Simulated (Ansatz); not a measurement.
Cu(PH3)(SH) (CuPH₄S). The state is a singlet with charge 0. Geometry PBE-D4/def2-TZVP, basis def2-TZVP, Ansatz.

| run | HOMO (eV) | LUMO (eV) |
| --- | --- | --- |
| A | -4.95 | -1.53 |
| B | -4.97 | -1.66 |
| C | -4.91 | -1.89 |
| D | -4.76 | -1.74 |
| E | -5.34 | -1.23 |
| F | -5.79 | -0.90 |

Question: The runs used B97M-V, LDA (SPW92), PBE, PBE0, r2SCAN, r2SCANh. Estimate which is which.

Answer: A r2SCAN (0 % exact exchange); B B97M-V (0 % exact exchange); C LDA (SPW92) (0 % exact exchange); D PBE (0 % exact exchange); E r2SCANh (10 % exact exchange); F PBE0 (25 % exact exchange). Exact exchange lowers occupied and raises empty levels; among semilocal functionals meta-GGAs tend to open the gap a little, and such runs are hard to tell apart. The gap grows from 3.02 eV (LDA (SPW92)) to 4.89 eV (PBE0).
